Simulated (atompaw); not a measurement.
# Logarithmic derivatives: Ta, PAW (atompaw)

* Element: Ta
* Generator: atompaw 4.2.0.5
* Type: PAW
* Functional: PBE
* Relativity: scalar-relativistic
* Frozen core: [Kr] 4d10 4f14
* Valence charge: 13
* Reference configuration: 5s2 5p6 5d3 6s1.5 6p0 (charge +0.5)
* Partial waves: 5s (bound): rc 1.65 bohr; 6s (bound): rc 1.80 bohr; 5p (bound): rc 1.35 bohr; 6p (bound, empty): rc 2.60 bohr; 5d (bound): rc 2.45 bohr; 5d channel at 2.8 Ry: rc 2.60 bohr
* Local potential: troulliermartins scheme with l = 3 at 0.5 Ry, radius 2.15 bohr
* Core correction: smooth core density matched at 2.60 bohr
* Augmentation charge: sinc compensation charge, radius 2.00 bohr; PAW radius 2.60 bohr; waves and projectors: custom rrkj gramschmidtortho

The phase is arctan(r·u′/u) with u = r·R(r), unwrapped; energies in Ry, scanned from -8 to 5 Ry. A pole is an energy at which the radial function vanishes at the test radius. The pseudo phase is shifted by a multiple of π to meet the all-electron one at the reference energy, and phase errors are pseudo minus all-electron; the curves can meet again beyond the range given. Levels narrower than the energy grid can be missing from the lists of poles.

```csv
channel,radius (bohr),reference energy (Ry),"poles, all-electron","poles, pseudo",unbroken range about the reference energy with phases within 0.05 rad,phase error 1 Ry above the reference energy (rad)
s,2.61,-0.62,"-5.59, 2.21","-5.59, 1.78, 4.05",below 1.9,-0.008
p,2.61,-0.29,"-3.03, 3.92","-3.03, 2.49",below 0.5,-0.100
d,2.61,-0.51,0.21,0.19,below 3.9,-0.006
```

Phases in the p channel:

```csv
E (Ry),all-electron,pseudo
-8.00,1.424,1.422
-7.52,1.419,1.416
-7.04,1.412,1.410
-6.56,1.405,1.402
-6.08,1.396,1.393
-5.60,1.386,1.382
-5.12,1.372,1.369
-4.64,1.354,1.350
-4.16,1.324,1.320
-3.68,1.252,1.247
-3.20,-0.977,-0.979
-2.72,-1.719,-1.722
-2.24,-1.790,-1.793
-1.76,-1.841,-1.844
-1.28,-1.900,-1.903
-0.80,-1.987,-1.988
-0.32,-2.138,-2.138
0.16,-2.469,-2.477
0.64,-3.246,-3.332
1.12,-4.022,-4.141
1.60,-4.351,-4.461
2.08,-4.502,-4.618
2.56,-4.587,-4.726
3.04,-4.643,-4.834
3.52,-4.684,-4.998
4.00,-4.718,-5.440
4.48,-4.748,-6.814
4.96,-4.776,-7.424
```
